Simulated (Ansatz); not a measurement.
System: sum formula H5BSiO6, net charge 0, singlet state. 
Coordinates optimised at B3LYP-D3(BJ)/def2-TZVP (Ansatz, a first-principles code):
```
O
B 1 1.3536
O 2 1.3688 1 117.93
H 3 0.9598 2 116.31 1 179.46
O 2 1.3877 1 118.01 3 179.51
H 5 0.9599 2 116.69 1 179.11
Si 1 1.6484 2 134.13 3 174.39
O 7 1.6276 1 109.13 2 26.49
H 8 0.9646 7 114.65 1 -26.75
O 7 1.6287 8 109.91 9 94.34
H 10 0.9601 7 117.63 8 159.34
O 7 1.6302 8 111.58 9 -147.17
H 12 0.9598 7 118.36 8 62.32
```

Parts of the frozen-core correlation energy in cc-pV(Q+d)Z (Ansatz, hartree). Frozen orbitals: 12; correlated occupied orbitals by spin: 24 and 24; virtual: 563 and 563. No spin-orbit coupling. Non-relativistic.

```csv
term,value
reference (HF),-766.37326
MP2 opposite-spin,-1.32530
MP2 same-spin,-0.44410
CCSD correlation,-1.76834
(T),-0.06781
T1 diagnostic,0.011
largest doubles amplitude,0.015
```
